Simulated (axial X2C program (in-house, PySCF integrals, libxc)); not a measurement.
## Correcting the dissociation energy of ZrF for spin–orbit coupling

A spin-free CCSD(T) curve (one-electron X2C) was computed with an axial X2C code built on PySCF integrals, basis Zr dyall-cv3z [11s12p9d6f3g], F dyall-av3z [7s6p3d2f] (cores contracted in-house), for the state M_S = 3/2, Λ = 0 (beyond evenly filled blocks: σα, δ+α, δ-α). It gives D0 = 5.993 eV to Zr + F, which in a spin-free picture are the weighted means of the ground terms.

Correlated methods: 11 electrons correlated (number of frozen shells: Zr 4 s, 3 p, 1 d; F 1 s), 307 virtual spin orbitals or spinors in MP2, 89 natural virtuals in coupled cluster.

Measured levels of the ground terms (NIST Handbook of Basic Atomic Spectroscopic Data), in cm⁻¹: Zr 3F: J = 2 at 0, J = 3 at 570.4, J = 4 at 1240.8; F 2P: J = 3/2 at 0, J = 1/2 at 404.1.

The molecular state has Λ = 0, so it has no first-order lowering.

Question: How far does each ground level lie under the (2J+1)-weighted mean of its term?

Answer: Zr: (5 × 0 + 7 × 570.4 + 9 × 1240.8)/21 = 722 cm⁻¹; F: (4 × 0 + 2 × 404.1)/6 = 135 cm⁻¹.

Question: Correct D0.

Answer: D0 = 5.993 + (0 − 857)/8065.5 = 5.887 eV at CCSD(T) with these spin–orbit terms.

Second-order spin–orbit effects in the molecule, which grow quickly with Z, are left out. The state is a single determinant with fixed occupations, the lowest that a limited PBE0 search found. Dissociation energies refer to the lowest single-determinant-based atoms at the same level and basis. Coupled cluster ran in a truncated set of natural virtual spinors; the MP2 energy of the rest was added. (T) has no such correction and the atoms are truncated less, which lowers De at CCSD(T) by a hundredth of an eV or more. Other states lie close and PBE0, whose exact exchange favours high spin, may order them wrongly; the determinant shown need not be the ground state. The nearest other spin-free determinant of the search, M_S = 1/2, Λ = 2, lies 0.31 eV up at the distance of the search. The outer-core s and p shells of the metal are frozen in the correlated rows, which leaves out core–valence correlation; for alkali and alkaline-earth bonds that tends to lengthen them. With the outer-core shells frozen, correlated bond lengths of heavy atoms tend to come out a few hundredths of an ångström too long.
